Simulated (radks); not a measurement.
Spin polarisation of the 2p3 shell in F2+. Start: [He] 2s2 2p(up 1.5, down 1.5); electrons of 2p are moved from spin down to spin up, other shells keep equal spins. Method: scalar-relativistic Kohn-Sham, LDA (Slater exchange, Perdew-Wang correlation), spin-polarised, spherical densities, point nucleus; computed with a radial shooting solver on a logarithmic mesh with Libxc functionals.

moment (Bohr magnetons)  E - E(0) (eV)  e(2p up) (eV)  e(2p down) (eV)  2s down minus up (eV)  1s down minus up (eV)
0                                0.000        -49.120          -49.120                  0.000                  0.000
0.75                            -0.323        -49.920          -48.192                  1.628                  0.823
1.5                             -1.299        -50.599          -47.117                  3.285                  1.647
2.25                            -2.942        -51.161          -45.871                  5.001                  2.473
3                               -5.275        -51.596          -44.427                  6.798                  3.298

At moment 3 the spin-polarisation energy is -5.275 eV and the 2p exchange splitting 7.170 eV, that is 2.390 eV per Bohr magneton; E = -I m^2/4 would give I = 2.345 eV.
